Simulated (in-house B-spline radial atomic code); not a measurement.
## Removing one electron from Ne

Closed shell [He] 2s2 2p6. Computed with a B-spline radial code for spherical atoms: Koopmans values of Dirac-Hartree-Fock plus a diagonal self-energy, in second order or with its direct term screened (direct RPA, with the hole-particle interaction, or full time-dependent Hartree-Fock), linearised in energy; no-pair Dirac-Coulomb Hamiltonian, finite nucleus. Shifts add to the Koopmans value (the ΔSCF shift is orbital relaxation alone); the final value takes TDHF screening with Breit and QED.

Command:
```bash
python run_mb.py task.json out
```
Settings (nuclear radius in fm, box in bohr, cutoff in hartree):
```
basis_form          2
Z                   10
core_configuration  [He] 2s2 2p6
rms_radius          3.0055
mass_number         20
speed_of_light      137.036
box_radius          30.116
lmax                7
intervals           67
virtual_cutoff      600.0
```

Time taken, with all properties: 6.5 s on 1 thread of Arm Neoverse N1 (shared host).

Energies in eV:

```tsv
subshell	Koopmans	ΔSCF shift	second order	direct RPA	hole-particle	TDHF	Breit + QED	final
2p3/2	23.083	-3.293	?	?	?	?	?	?
2p1/2	23.207	-3.316	-2.787	-0.563	-1.358	-1.528	-0.009	21.670
```

Question: What does the self-energy do to 2p3/2?

Answer: It shifts the removal energy by -2.760 eV in second order, -0.554 with direct RPA, -1.343 with the hole-particle term and -1.512 with TDHF screening (quasi-particle weight 0.928); Breit and QED add 0.000 eV. The final value is 21.570 eV, against 21.565 eV (NIST, measured).
